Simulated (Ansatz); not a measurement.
# Worked example: a bond strength in InSiNH6 (SMILES N[SiH2][InH2])

InSiNH6 has 9 atoms, charge 0, and is taken as a singlet. SMILES: `N[SiH2][InH2]`. The shape was relaxed beforehand at PBE0/def2-SVP. This is one conformer, not always the lowest.

```xyz
9

N    -0.9117    0.5858   -1.3339
Si    0.3822    0.7380   -0.1771
In    0.2687   -1.2627    1.4574
H    -1.0573   -0.3103   -1.7860
H    -1.0782    1.3400   -1.9928
H     0.1792    2.0357    0.5441
H     1.7748    0.8287   -0.7535
H    -0.5585   -2.7297    1.0067
H     1.0008   -1.2257    3.0350
```

Wanted: the dissociation energy of the H5–N1 bond into doublet H and doublet InSiNH5 (shapes relaxed at PBE0/def2-SVP, no zero-point term). 1 Eh = 2625.50 kJ/mol = 27.2114 eV. Totals in Eh; open shells run unrestricted unless said.

```tsv
level	program	InSiNH6	doublet H	doublet InSiNH5
HF/def2-SVP (core potential)	Ansatz	-535.938402	-0.499278	-535.324323
r2SCAN/def2-SVP (core potential)	Ansatz	-537.843501	-0.499209	-537.206550
wB97M-V/def2-SVP (core potential)	Ansatz	-537.719233	-0.491712	-537.080504
```

Task: Work out the dissociation energy at each level.

Result: 
1. HF/def2-SVP (core potential): (-0.499278) + (-535.324323) − (-535.938402) = 0.114801 Eh = 301.4 kJ/mol = 3.12 eV.
2. r2SCAN/def2-SVP (core potential): (-0.499209) + (-537.206550) − (-537.843501) = 0.137742 Eh = 361.6 kJ/mol = 3.75 eV.
3. wB97M-V/def2-SVP (core potential): (-0.491712) + (-537.080504) − (-537.719233) = 0.147017 Eh = 386.0 kJ/mol = 4.00 eV.

The levels span 301 to 386 kJ/mol; no measured value is set beside them. Hartree–Fock lacks the correlation of the electrons that are unpaired, so it comes out low. A bond enthalpy at 298 K also holds the loss of zero-point energy and thermal terms.
